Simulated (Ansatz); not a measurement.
Total energies of Cl₂HO₂Ta, SMILES `[O]=[Ta]([OH])([Cl])[Cl]`.

```xyz
6

O    -0.718   -1.064    1.545
Ta   -0.349   -0.214    0.113
O     1.394    0.461    0.374
Cl   -0.411   -1.668   -1.665
Cl   -1.861    1.494   -0.161
H     1.945    0.990   -0.207
```

The species carries charge 0 and has multiplicity 1. Correlated methods include outer-core shells of Ta, which these sets cover unevenly. Ta: def2 effective core potential. The geometry is a stationary point of PBE0-D4/def2-TZVP. It is one conformer, not always the lowest. Basis def2-TZVPP, Ansatz.

RPA on PBE orbitals: Hartree–Fock energy of these orbitals -1125.97611 Eh, correlation -1.89035 Eh (frozen core).

```json
{"functional": "LDA (SPW92)", "energy without D4 (Eh)": "-1124.71210", "D4 term (kJ/mol)": "–"}
{"functional": "revPBE", "energy without D4 (Eh)": "-1128.69735", "D4 term (kJ/mol)": "-39.2"}
{"functional": "r2SCANh", "energy without D4 (Eh)": "-1128.71509", "D4 term (kJ/mol)": "-4.5"}
{"functional": "r2SCAN0", "energy without D4 (Eh)": "-1128.65792", "D4 term (kJ/mol)": "-5.1"}
{"functional": "HSE06 (plane-wave form)", "energy without D4 (Eh)": "-1128.34839", "D4 term (kJ/mol)": "-14.6"}
{"functional": "BHLYP", "energy without D4 (Eh)": "-1128.64068", "D4 term (kJ/mol)": "-26.9"}
{"functional": "CAM-B3LYP", "energy without D4 (Eh)": "-1128.77838", "D4 term (kJ/mol)": "-16.1"}
{"functional": "ωB97M-V", "energy without D4 (Eh)": "-1128.67371", "D4 term (kJ/mol)": "–"}
{"functional": "B2PLYP", "energy without D4 (Eh)": "-1128.39325", "D4 term (kJ/mol)": "–"}
{"functional": "PBE-QIDH", "energy without D4 (Eh)": "-1128.09855", "D4 term (kJ/mol)": "–"}
```

Q: Give the same for PBE, BLYP, r2SCAN, B97M-V, PBE0, B3LYP, LC-ωPBE, ωB97X-V. (Best estimate.)

A: The calculation gave: 
```csv
functional,energy without D4 (Eh),D4 term (kJ/mol)
PBE,-1128.35806,-17.6
BLYP,-1128.81741,-36.4
r2SCAN,-1128.75446,-4.1
B97M-V,-1128.57068,–
PBE0,-1128.37082,-15.3
B3LYP,-1128.89396,-28.8
LC-ωPBE,-1128.51502,–
ωB97X-V,-1128.62256,–
```

B3LYP takes the VWN-RPA correlation (the form of Gaussian; ORCA's B3LYP/G). HSE06 is the plane-wave form, built on full-range PBE exchange. The double hybrids freeze the cores in their second-order part.

LC-ωPBE has ω = 0.4 bohr⁻¹.
